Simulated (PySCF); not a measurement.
**Computed properties of C3H7NSi, SMILES C=C=CN[SiH3]**

C3H7NSi, SMILES C=C=CN[SiH3]. Coordinates come from a B3LYP-D3(BJ)/def2-SVP optimisation. This is a generated structure with no PubChem entry under its InChIKey; it may be hypothetical. One conformer was computed; it need not be the lowest. All values are computed for the isolated molecule unless a solvent is named; none is compared with measurement here.

**Structure.** The optimised structure has Cs symmetry. All 30 harmonic modes at B3LYP-D3(BJ)/def2-SVP (PySCF) are real, so it is a minimum. With heavy atoms numbered as in [CH2:1]=[C:2]=[CH:3][NH:4][SiH3:5], the shortest bond between them is C1–C2 at 1.311 Å and the longest N4–Si5 at 1.750 Å.

**Vibrations.** The strongest infrared lines (harmonic, unscaled, degenerate partners summed) lie at 952 cm⁻¹ (237 km/mol, H 91 %, Si 8 %), 1361 cm⁻¹ (227 km/mol, H 53 %, C 25 %, N 22 %), 2215 cm⁻¹ (141 km/mol, H 96 %). The softest mode is at 109 cm⁻¹ and the zero-point energy is 55.2 kcal/mol.

**Electronic structure.** HF/def2-TZVP (PySCF) places the frontier levels at -8.55 and 2.97 eV, a gap of 11.52 eV, and gives a dipole moment of 1.24 D and a mean polarisability of 69.4 bohr³. PBE/def2-TZVP (PySCF) at the same geometry gives -4.86 and -1.23 eV, so its gap is 7.89 eV narrower. An orbital gap is neither the optical nor the fundamental gap.

**Excitations.** TDA-M06-2X/def2-SVPD (PySCF) has S1 at 4.22 eV (294 nm, f = 0.000, dark); the most intense of the 10 singlets computed lies at 6.49 eV (f = 0.34). T1 (TDA) is at 3.97 eV, 0.25 eV under S1. TDA-PBE/def2-SVPD (PySCF) puts S1 at 3.78 eV. No vertical singlet excitation falls in the visible range (under 3.1 eV).

**NMR.** GIAO shifts at HF/pcSseg-1 (PySCF) (non-relativistic, atoms alike by connectivity averaged): ¹³C from 93.4 to 223.7 ppm against TMS; ¹H from 1.4 to 6.8 ppm against TMS; ²⁹Si at -55.5 ppm against TMS.

**Solvation.** SMD-B3LYP/def2-SVP (PySCF) gives 0.8 kcal/mol in water, -3.6 kcal/mol in chlorobenzene, -4.1 kcal/mol in dichloromethane (1 M in both phases, gas-phase geometry); of these solvents dichloromethane holds the molecule best.
